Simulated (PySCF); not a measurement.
NMR data simulated for an unnamed compound:

1H NMR (500 MHz, computed): δ 6.69 (m, 1H), 5.20 (m, 1H), 5.19 (m, 1H), 2.79 (m, 2H), 2.60 (m, 1H), 2.34 (m, 2H).

13C{1H} NMR (computed): δ 175.4 (C), 151.1 (CH), 122.1 (CH2), 90.7 (C), 42.9 (CH2), 33.0 (CH).

Theory: GIAO B3LYP/pcSseg-1 shieldings, PBE0-D3(BJ)/def2-SVP structure, in PySCF 2.14.0 with density-fitted response routines (relativity neglected, one computed conformer, fast rotation and ring inversion assumed for equivalent nuclei, isolated molecule).

Chemical shifts δ = σref − σ; TMS for 1H, 13C, all at this level.

Q: Which of these does the molecule contain: a non-aromatic C=C double bond, an N-methyl group, an OH group, a vinyl group CH=CH2, an NH or NH2 group?

A: 
- A non-aromatic C=C double bond: yes.
- An N-methyl group: no.
- An OH group: no.
- A vinyl group CH=CH2: yes (δC 122.1, 151.1; δH 5.19 (m), 5.20 (m), 6.69 (m)).
- An NH or NH2 group: no.

The data belong to `C=C[C@H]1C[C@@](F)(C(=O)F)C1`, C₇H₈F₂O; they needn't prove each group on their own.

Carbon signals by region: 1 in the far downfield region (above 160 ppm), 2 in the sp2 and nitrile region (100–160 ppm), 1 at 50–100 ppm, 2 below 50 ppm. Above 160 ppm: 175.4, carbonyl carbon.

Splittings by 19F in the carbon and heteronuclear signals aren't shown, as no couplings were computed. Shifts are as computed. Against solution values, carbons near 30 ppm lie about +2 ppm off and those near 130 ppm about +6 ppm. Of 1309 compounds with measured shifts, 239 miss one by over three times the rms of a fit or turn the order of signals round; such compounds aren't used in these exercises. No couplings were computed; multiplicities are counted from neighbouring protons, with m where these are inequivalent, close in shift, in a saturated or five-membered ring or joined by F or P, and br s for small geminal =CH2 splittings.
